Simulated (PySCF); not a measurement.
C₂H₇Al, singlet, at a GFN2-xTB geometry (such geometries of metal compounds can be far from the true shape).

Here is a job for PySCF.
```python
from pyscf import gto, scf, ci

mol = gto.M(
    atom='''
Al   -0.65165044    0.88705720    0.56697116
H    -1.06119164    1.54604546    1.90904495
H    -1.30156254    1.52983553   -0.68851914
C     0.58897221   -0.66252663    0.31594345
C     0.60113054   -0.93293184   -1.20255948
H     0.28450092   -1.58011908    0.84014238
H     1.61963818   -0.47777682    0.65285272
H     0.92709418   -0.04403707   -1.74595183
H    -0.40278758   -1.17618196   -1.55493373
H     1.26514775   -1.75675870   -1.46356420
''',
    basis='cc-pvdz',
    verbose=4,
    max_memory=1800,
)

mf = scf.RHF(mol)
mf.kernel()

myci = ci.CISD(mf, frozen=7)
myci.kernel()
print('E(CISD) = %.10f' % myci.e_tot)
```

Problem. Give the SCF-reference HOMO-LUMO gap at the level PySCF with CISD/cc-pVDZ.

Solution. 11.88 eV

Problem. What SCF-reference HOMO energy does CISD/cc-pVDZ give?

Solution. -10.53 eV

Problem. Predict the SCF-reference dipole moment from CISD/cc-pVDZ.

Solution. 0.77 D

Problem. What is the computed total energy (CISD/cc-pVDZ)?

Solution. -322.071304 Ha
